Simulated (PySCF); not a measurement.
# Steps of a relaxation of [Bi(CCH)]2+

[Bi(CCH)]2+ (singlet). PySCF 2.14.0, RKS PBE0, Bi def2-SVP with ECP60, C def2-SVP, H def2-SVP; non-relativistic Hamiltonian with scalar-relativistic core potentials where named; density fitting; no spin-orbit coupling. Origin of the start: template. Columns: position (Å) and force (eV/Å). Energies are counted from the last step; some of the 6 steps are shown. Forces carry noise of the integration grid, about 0.01 to 0.03 eV/Å.

Run from Python with OMP_NUM_THREADS=2. Where DIIS fails, smearing, a level shift and second-order steps follow.
It took 4.9 s on 2 threads of Arm Neoverse V1, with other jobs on the host, from the converged density of the start.

```xyz
4
step 0  E = 0.365 eV
Bi    0.0000    0.0000   -0.3130     0.00    0.00    3.01
C     0.0000    0.0000    1.9376     0.00    0.00   -5.36
C     0.0000    0.0000    3.1576     0.00    0.00    1.41
H     0.0000    0.0000    4.2276     0.00    0.00    0.94
```

```xyz
4
step 2  E = 0.007 eV
Bi    0.0000    0.0000   -0.1739     0.00    0.00   -0.50
C     0.0000    0.0000    1.8670     0.00    0.00   -0.02
C     0.0000    0.0000    3.1070     0.00    0.00    0.72
H     0.0000    0.0000    4.2099     0.00    0.00   -0.20
```

```xyz
4
step 3  E = 0.000 eV
Bi    0.0000    0.0000   -0.1939     0.00    0.00    0.10
C     0.0000    0.0000    1.8722     0.00    0.00   -0.17
C     0.0000    0.0000    3.1170     0.00    0.00    0.08
H     0.0000    0.0000    4.2146     0.00    0.00   -0.02
```

Q: Where does the relaxation end?

A: It converges at step 5 in C∞v:
```xyz
4
step 5  E = 0
Bi    0.0000    0.0000   -0.1908
C     0.0000    0.0000    1.8708
C     0.0000    0.0000    3.1163
H     0.0000    0.0000    4.2135
```

Q: How did the contacts change?

A: 
```json
{"contact": "Bi1–C2 (CCH)", "start (Å)": "2.251", "end (Å)": "2.062"}
```
